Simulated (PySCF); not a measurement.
Point-charge models of `CC1=CC=CC=C1N` against its computed dipole.

Coordinates (PBE0-D3(BJ)/def2-SVP, Å) and charges (e) from the PBE0/pcSseg-1 density (PySCF):

```json
{"atom": "C1", "x": "-2.006", "y": "-1.052", "z": "-0.217", "Mulliken": "-0.1701", "IAO": "-0.4187", "Hirshfeld": "-0.1175", "ESP-fitted": "-0.5539"}
{"atom": "C2", "x": "-0.575", "y": "-0.626", "z": "-0.080", "Mulliken": "-0.2933", "IAO": "-0.0355", "Hirshfeld": "-0.0172", "ESP-fitted": "+0.2438"}
{"atom": "C3", "x": "0.469", "y": "-1.551", "z": "-0.108", "Mulliken": "-0.0516", "IAO": "-0.1486", "Hirshfeld": "-0.0575", "ESP-fitted": "-0.3313"}
{"atom": "C4", "x": "1.801", "y": "-1.167", "z": "0.034", "Mulliken": "-0.0829", "IAO": "-0.1851", "Hirshfeld": "-0.0752", "ESP-fitted": "-0.1477"}
{"atom": "C5", "x": "2.098", "y": "0.183", "z": "0.209", "Mulliken": "-0.0795", "IAO": "-0.1449", "Hirshfeld": "-0.0568", "ESP-fitted": "-0.2111"}
{"atom": "C6", "x": "1.077", "y": "1.127", "z": "0.236", "Mulliken": "-0.0700", "IAO": "-0.2032", "Hirshfeld": "-0.0812", "ESP-fitted": "-0.2699"}
{"atom": "C7", "x": "-0.265", "y": "0.742", "z": "0.093", "Mulliken": "+0.1014", "IAO": "+0.1162", "Hirshfeld": "+0.0463", "ESP-fitted": "+0.2257"}
{"atom": "N8", "x": "-1.281", "y": "1.679", "z": "0.174", "Mulliken": "-0.4365", "IAO": "-0.5072", "Hirshfeld": "-0.1943", "ESP-fitted": "-0.7766"}
{"atom": "H9", "x": "-2.608", "y": "-0.723", "z": "0.647", "Mulliken": "+0.1353", "IAO": "+0.1453", "Hirshfeld": "+0.0412", "ESP-fitted": "+0.1618"}
{"atom": "H10", "x": "-2.091", "y": "-2.145", "z": "-0.292", "Mulliken": "+0.1230", "IAO": "+0.1480", "Hirshfeld": "+0.0474", "ESP-fitted": "+0.1600"}
{"atom": "H11", "x": "-2.480", "y": "-0.626", "z": "-1.120", "Mulliken": "+0.1253", "IAO": "+0.1342", "Hirshfeld": "+0.0385", "ESP-fitted": "+0.1355"}
{"atom": "H12", "x": "0.222", "y": "-2.609", "z": "-0.244", "Mulliken": "+0.0746", "IAO": "+0.1411", "Hirshfeld": "+0.0444", "ESP-fitted": "+0.1831"}
{"atom": "H13", "x": "2.597", "y": "-1.914", "z": "0.009", "Mulliken": "+0.0853", "IAO": "+0.1458", "Hirshfeld": "+0.0439", "ESP-fitted": "+0.1459"}
{"atom": "H14", "x": "3.134", "y": "0.510", "z": "0.323", "Mulliken": "+0.0893", "IAO": "+0.1477", "Hirshfeld": "+0.0473", "ESP-fitted": "+0.1659"}
{"atom": "H15", "x": "1.314", "y": "2.186", "z": "0.372", "Mulliken": "+0.0875", "IAO": "+0.1375", "Hirshfeld": "+0.0409", "ESP-fitted": "+0.1723"}
{"atom": "H16", "x": "-2.142", "y": "1.453", "z": "-0.307", "Mulliken": "+0.1820", "IAO": "+0.2632", "Hirshfeld": "+0.1217", "ESP-fitted": "+0.3427"}
{"atom": "H17", "x": "-1.002", "y": "2.643", "z": "0.044", "Mulliken": "+0.1801", "IAO": "+0.2642", "Hirshfeld": "+0.1286", "ESP-fitted": "+0.3538"}
```

What dipole does each set of charges give (1 e·Å = 4.803 D), and what does the density give?

The full density gives (-1.27, 1.09, -0.89) D, 1.90 D in size; dipole vectors point from the negative to the positive end.

| scheme | μx | μy | μz | size (D) | share of the full size (%) | angle to the full dipole (°) |
| --- | --- | --- | --- | --- | --- | --- |
| Mulliken | -1.11 | -0.16 | -0.62 | 1.28 | 68 | 42 |
| IAO | -1.16 | 0.92 | -0.74 | 1.66 | 87 | 2 |
| Hirshfeld | -1.21 | 0.92 | -0.34 | 1.56 | 82 | 16 |
| ESP-fitted | -1.27 | 1.10 | -0.96 | 1.93 | 102 | 2 |

Which set comes closest?

Length of the difference vector: ESP-fitted 0.07 D, IAO 0.25 D, Hirshfeld 0.57 D, Mulliken 1.28 D. Closest: ESP-fitted. The schemes that divide the density aren't constrained to reproduce the dipole.

What is left for the Hirshfeld atoms' own dipoles?

The Hirshfeld atoms' densities add up to the full density, so μ = Σ q r + Σ (atomic dipoles). The atomic dipoles sum to (-1.27, 1.09, -0.89) − (-1.21, 0.92, -0.34) = (-0.06, 0.17, -0.55) D, 0.57 D in size.

With the origin at the mean of the coordinates, (-0.102, -0.111, -0.013) Å, which are the largest single terms, by size, of the ESP-fitted dipole along the direction of the full one?

N8 -6.45, H16 +3.96, H17 +3.66, C1 -2.22, H13 -2.00 D; all 17 atoms together +1.93 D. The single terms depend on the origin, their sum doesn't.

Give the size of the full dipole in other units.

1.90 D = 0.746 au = 0.395 e·Å = 6.33 × 10⁻³⁰ C·m.

Geometry: PBE0-D3(BJ)/def2-SVP; no solvent, vibrations or thermal averaging.

Conformer computed: `[CH3:1][c:2]1[cH:3][cH:4][cH:5][cH:6][c:7]1[NH2:8]`: H–N8–C7–C6 155°, H–N8–C7–C6 19°.
